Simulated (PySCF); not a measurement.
H2Si2, SMILES [SiH2]=[Si] (connectivity only; charge and spin as stated), neutral, multiplicity 1. Geometry: TPSSh-D3(BJ)/def2-TZVP. The isomer is the one that the SMILES or the coordinates give; other isomers of the formula were not compared.

PySCF with TDA-M06-2X/def2-TZVPD puts the lowest singlet excitations at 0.64, 2.28, 4.02, 4.12, 4.87, 5.03 eV and the lowest triplet (TDA) at 0.25 eV.

### Question
What are the lowest singlet roots from EOM-CCSD/aug-cc-pVDZ (PySCF)? (An estimate is asked for; the answer gives what the named calculation found.)

### Answer
0.93, 2.48, 4.13, 4.48, 5.03, 5.22 eV; triplets 0.00, 0.50, 1.41 eV. S1 differs by 0.29 eV (second minus first; roots are paired by order, and the bases may differ).
